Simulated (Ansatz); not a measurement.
[Ni(NH3)6]3+ (NiN6H18³⁺): single points at one geometry.

```yaml
crystal:
  periodic: [false, false, false]
  atoms:
    - {symbol: Ni, position_ang: [-0.000674, 0.000947, 0.003155]}
    - {symbol: N, position_ang: [0.008523, 0.013066, 2.174606]}
    - {symbol: H, position_ang: [0.863944, 0.434838, 2.584008]}
    - {symbol: H, position_ang: [-0.040572, -0.931266, 2.600511]}
    - {symbol: H, position_ang: [-0.772140, 0.539119, 2.609424]}
    - {symbol: N, position_ang: [0.005314, 0.001123, -2.170742]}
    - {symbol: H, position_ang: [0.765718, -0.555843, -2.602851]}
    - {symbol: H, position_ang: [0.097234, 0.943997, -2.592739]}
    - {symbol: H, position_ang: [-0.864906, -0.382478, -2.586338]}
    - {symbol: N, position_ang: [2.171882, -0.038796, 0.001636]}
    - {symbol: H, position_ang: [2.585336, -0.608922, 0.762014]}
    - {symbol: H, position_ang: [2.605547, 0.897091, 0.107678]}
    - {symbol: H, position_ang: [2.587031, -0.418469, -0.868651]}
    - {symbol: N, position_ang: [-2.173352, 0.022908, -0.008726]}
    - {symbol: H, position_ang: [-2.593406, 0.371681, 0.872194]}
    - {symbol: H, position_ang: [-2.601722, -0.911221, -0.146469]}
    - {symbol: H, position_ang: [-2.587913, 0.615046, -0.751439]}
    - {symbol: N, position_ang: [-0.000186, 2.173423, -0.016409]}
    - {symbol: H, position_ang: [0.202693, 2.599302, 0.907922]}
    - {symbol: H, position_ang: [-0.907478, 2.591126, -0.295809]}
    - {symbol: H, position_ang: [0.693996, 2.598413, -0.659176]}
    - {symbol: N, position_ang: [-0.011812, -2.171805, 0.019988]}
    - {symbol: H, position_ang: [-0.239674, -2.595403, -0.899642]}
    - {symbol: H, position_ang: [-0.693034, -2.592992, 0.678973]}
    - {symbol: H, position_ang: [0.899639, -2.594873, 0.276873]}
basis:
  gaussian: {orbitals: def2-TZVP, initial_orbitals: start.molden}
total_charge: 3
magnetization: {spin_polarized: true, initial_magnetization: 3}
correlation: {method: mp2}
scf: {omitted_lower_state_checks: [starts]}
output: {orbitals: {seedname: orbitals}}
```

The file start.molden holds the orbitals of an earlier run on this structure, at another level or in another basis.

```sh
$ ansatz run in.yaml --threads 6 --pin off --events-out ev --progress --plain --max-ram 7833MiB
```

Shortened log:

```
Functional definition: HF
2522 factors; integrals over basis functions are off by at most 1.2e-3 eV
mean field evaluation 1: about -50153.9444 eV, gradient 2.7e1 eV
mean field evaluation 2: about -50156.7665 eV, gradient 3.2e0 eV
mean field evaluation 4: about -50156.8621 eV, gradient 2.5e-1 eV
mean field evaluation 8: about -50156.8628 eV, gradient 8.3e-6 eV
mean field -50156.86280401 eV, -1843.2307105048 hartree, gradient 8.3e-6 eV, S^2 3.764546; 0 other end points of the search recorded, 0 dependent functions left out
11 core orbitals not correlated: weight in the atoms' cores, before any rotation towards them, 1.000 or more for the frozen orbitals, at most 0.000 for the correlated occupied ones
reference -50156.86280401 eV, -1843.2307105048 hartree; 33, 30 occupied and 295, 298 virtual orbitals, 2522 factors
second order -49.97940106 eV of doubles, -0.00000000 eV of singles
Total energy: -50206.84220507 eV, -1845.0674196163 hartree
Checks for a lower state left out: starts
```

Hardware: 6 threads of Intel Xeon on a shared host. Wall time 22 s, peak host memory 1.6 GiB.

First input, but with `hamiltonian: {xc: r2scan, dispersion: d4}` and without the key `correlation` (abridged; 29 s):

```
Functional definition: r2SCAN
mean field evaluation 16: about -50249.4145 eV, gradient 4.5e-6 eV
mean field -50249.41446577 eV, -1846.6319213404 hartree, gradient 4.5e-6 eV, S^2 3.756833
Total energy: -50249.55565357 eV, -1846.6371098966 hartree
Checks for a lower state left out: starts
```

First input, but with `hamiltonian: {xc: {name: BLYP}, dispersion: d4}` and without the key `correlation` (abridged; 18 s):

```
Functional definition: BLYP
mean field evaluation 16: about -50253.2303 eV, gradient 1.5e-6 eV
mean field -50253.23025431 eV, -1846.7721489831 hartree, gradient 2.1e-6 eV, S^2 3.753607
Total energy: -50254.28400637 eV, -1846.8108736570 hartree
Checks for a lower state left out: starts
```

First input, but with `hamiltonian: {xc: pbe0, dispersion: d4}` and without the key `correlation` (abridged; 39 s):

```
Functional definition: PBE0
mean field evaluation 16: about -50237.1995 eV, gradient 9.6e-6 eV
mean field -50237.19950585 eV, -1846.1830298433 hartree, gradient 9.6e-6 eV, S^2 3.758795
Total energy: -50237.63073547 eV, -1846.1988772393 hartree
Checks for a lower state left out: starts
```

The first input with `hamiltonian: {xc: pbe, dispersion: d4}` and without the key `correlation` (abridged; 16 s):

```
Functional definition: PBE
mean field -50236.68269030 eV, -1846.1640372220 hartree, gradient 5.2e-6 eV, S^2 3.753506
Total energy: -50237.18227122 eV, -1846.1823964821 hartree
Checks for a lower state left out: starts
```

Geometry: PBE-D4/def2-SVP.

Correlated methods freeze 11 core orbitals; core or outer-core shells of Ni are correlated, in sets that lack core-valence functions. At PBE0-D4/def2-TZVP a doublet of charge 3 lies 0.92 eV below the quartet, each at its own geometry.
